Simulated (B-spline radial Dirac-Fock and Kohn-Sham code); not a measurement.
**What relativity does to the binding energies of Ir¹⁶⁺**

System: Ir¹⁶⁺ in the configuration [Kr] 4d10 4f13 5s2.

Both columns are ΔSCF binding energies of the configuration average from a radial atomic solver: non-relativistic Hartree-Fock with a point nucleus, and Dirac-Fock with a finite nucleus and the Coulomb interaction alone, averaged over the two j levels with weights 2j+1.

| shell | Hartree-Fock (eV) | Dirac-Fock (eV) | shift (eV) | shift (%) |
| --- | --- | --- | --- | --- |
| 1s | 70118.4 | 76885.1 | +6766.64 | +9.65 |
| 2s | 12040.6 | 13850.2 | +1809.61 | +15.03 |
| 2p | 11555.1 | 12163.5 | +608.42 | +5.27 |
| 3s | 3104.9 | 3557.4 | +452.51 | +14.57 |
| 3p | 2877.4 | 3049.5 | +172.07 | +5.98 |
| 3d | 2458.8 | 2442.8 | -16.00 | -0.65 |
| 4s | 940.5 | 1056.9 | +116.39 | +12.37 |
| 4p | 841.4 | 884.8 | +43.33 | +5.15 |
| 4d | 662.2 | 659.7 | -2.50 | -0.38 |
| 4f | 423.4 | 412.8 | -10.56 | -2.50 |
| 5s | 376.1 | 405.4 | +29.33 | +7.80 |

Relativity binds 1s, 2s, 2p, 3s, 3p, 4s, 4p, 5s more strongly, among those listed most of all 2s in relative terms, and 3d, 4d, 4f more weakly, because the contracted s and p shells screen the nucleus better.

Values without a named source are computed, but for edge energies of neutral atoms, which are taken from tables.
